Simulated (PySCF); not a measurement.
# Fe³⁺ (iron, charge +3): PBE calculation

Configuration: [Ar] 3d5, high-spin 6S determinant. Calculation: PySCF 2.14, in aug-cc-pVDZ-DK; the spin-free X2C one-electron Hamiltonian (Gaussian nucleus).

```
Total energy                        : -1270.311 hartree
One-electron energy                 : -1720.916 hartree
Hartree (Coulomb) energy            : 505.630 hartree
Exchange-correlation energy         : -55.024 hartree
⟨S²⟩                                : 8.7504
⟨L²⟩                                : 0.000
Sum of ⟨r⟩                          : 13.65 bohr
Sum of ⟨r²⟩                         : 13.17 bohr²
Langevin diamagnetic susceptibility : -10.4 ×10⁻⁶ cm³/mol
```

```
shell  electrons  mean orbital energy (eV)  rms radius, mean of both spins (bohr)
 1s α          1                   -7030.7                                 0.0675
 1s β          1                   -7030.7                                 0.0675
 2s α          1                   -858.11                                  0.290
 2s β          1                   -855.46                                  0.290
 2p α          3                   -736.67                                  0.261
 2p β          3                   -734.64                                  0.261
 3s α          1                   -133.38                                  0.865
 3s β          1                   -127.32                                  0.865
 3p α          3                   -99.134                                  0.920
 3p β          3                   -93.199                                  0.920
 3d α          5                   -45.338                                   1.10
```

Densities and radii are taken from the X2C orbitals without a picture-change correction, which distorts them close to the nucleus.
